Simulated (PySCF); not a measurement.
**Electron correlation in In³¹⁺ (indium, charge +31)**

Starting occupation: [Ar]. Calculation: PySCF 2.14, in an uncontracted even-tempered set (18 s from 1.8 bohr⁻², ratio 2.6; 14 p from 2.3 bohr⁻², ratio 2.6; 6 d from 2.4 bohr⁻², ratio 2.8; 3 f from 43 bohr⁻², ratio 2.8); X2C-1e with screened-nucleus spin-orbit coupling, Gaussian nucleus. Frozen: [Ne]; 8 electrons correlated; the 62 highest virtual spinors left out.

MP2 pair energies summed by pair of shells (mhartree):

| pair | energy | share (%) |
| --- | --- | --- |
| 3p3/2-3p3/2 | -157.10 | 40.4 |
| 3p1/2-3p3/2 | -145.05 | 37.3 |
| 3p1/2-3p1/2 | -38.60 | 9.9 |
| 3p3/2-3s1/2 | -22.66 | 5.8 |
| 3s1/2-3s1/2 | -13.78 | 3.5 |
| 3p1/2-3s1/2 | -11.82 | 3.0 |

Total MP2 correlation energy: -389.01 mhartree.

The virtual space was cut to 50 spinors, which keep -374.60 of the -389.01 mhartree of MP2 correlation.

```json
{"level": "CCSD", "correlation energy (mhartree)": "-414.08"}
{"level": "(T)", "correlation energy (mhartree)": "-2.63"}
{"level": "CCSD(T)", "correlation energy (mhartree)": "-416.71"}
```

Diagnostics: T1 = 0.00037, largest double amplitude 0.042.

Cost of the coupled-cluster step: of the order of 19 core-seconds, for 8 occupied and 50 virtual spinors.

The coupled-cluster values are those of the cut space; adding the MP2 remainder, -14.41 mhartree, estimates the full space.

At this charge the one-electron X2C treatment keeps the bare 1/r₁₂, with no two-electron picture change or Breit term. The effect here is smaller than on the frozen 1s shell.
